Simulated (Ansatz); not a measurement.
Complex: CH2O (SMILES C=O) (first 4 atoms) with H2Se (SMILES [SeH2]); geometry from B3LYP-D3(BJ)/def2-TZVP, rigid monomers moved along the line of their centres of mass till O2···Se5 is 2.92 Å.
(charge 0, multiplicity 1):
```
atom    x (Å)    y (Å)    z (Å)
----  -------  -------  -------
C      0.3537   0.0670  -0.3292
O      1.0838  -0.6681   0.2779
H      0.2041  -0.0338  -1.4210
H     -0.2039   0.8785   0.1737
Se     0.8438   0.5965   2.8940
H      0.4035  -0.8031   2.8748
H      0.1974   0.8319   4.1959
```

Counterpoise-corrected where a basis set is named; no monomer relaxation.

Cores are frozen in the correlated methods. Filled d and f shells under p-block atoms count as core.

The values were computed with Ansatz (a first-principles code). 

Problem. Give the interaction energy at the level SCS-MP2/aug-cc-pVDZ.

Solution. -0.1 kcal/mol

Problem. What is the computed interaction energy (PBE0/def2-TZVPPD)?

Solution. -0.5 kcal/mol

Problem. Predict the interaction energy from MP2/aug-cc-pVTZ.

Solution. -1.5 kcal/mol
